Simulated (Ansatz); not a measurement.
Consider the formal exchange of groups at the Si–Br bond: `C[SiH2]Br` + `O[SiH3]` → `C[SiH2][SiH2]O` + HBr.

Calculated with Ansatz (gas phase, PBE0-D4/def2-TZVP geometries, no zero-point term in ΔE). CCSD(T)/CBS adds triple-zeta CCSD(T) − MP2 to the extrapolated MP2 energy (def2 sets, frozen cores). Functionals use def2-TZVPP. HSE06 is defined as in plane-wave codes. For Br outer-core shells are correlated without core-valence functions, which leaves a few kJ/mol of doubt a bond. Scalar relativity is left out up to krypton. One conformer a species, not always the lowest.

```tsv
level	ΔE (kcal/mol)	difference from CCSD(T)/CBS
LDA (SPW92)	21.3	-5.1
revPBE-D4	21.3	-5.1
BLYP-D4	23.2	-3.2
HSE06-D4	23.4	-3.0
PBE-QIDH	26.3	-0.1
r2SCANh	25.5	-0.9
BHLYP	27.8	1.4
RPA@PBE/def2-TZVPP	24.6	-1.8
HF/def2-SVP	28.8	2.4
MP2/def2-SVP	26.4	0.0
CCSD(T)/def2-SVP	23.9	-2.5
CCSD(T)/def2-TZVPP	25.2	-1.2
MP2/def2-QZVPP	28.7	2.3
HF/CBS(def2)	30.8	4.4
MP2/CBS(def2)	29.2	2.8
CCSD/CBS(def2)	26.9	0.5
CCSD(T)/CBS	26.4	0
```

Largest T1 diagnostic among the species: 0.012.

From BLYP to BHLYP (50 % exact exchange), in def2-TZVPP and without D4, ΔE moves by +3.6 kcal/mol. In def2-TZVPP, CCSD(T) changes the Hartree–Fock value by −5.5 kcal/mol (the triples alone add −0.6 kcal/mol) and MP2 by −2.7 kcal/mol. The D4 term adds −0.9 kcal/mol with B3LYP and −0.6 kcal/mol with PBE0; it sums over pairs of atoms, weighted by their polarisabilities, and B3LYP, whose exchange is more repulsive, gets the larger term.

B3LYP here is the variant with VWN-RPA as its local correlation; programs differ in this.
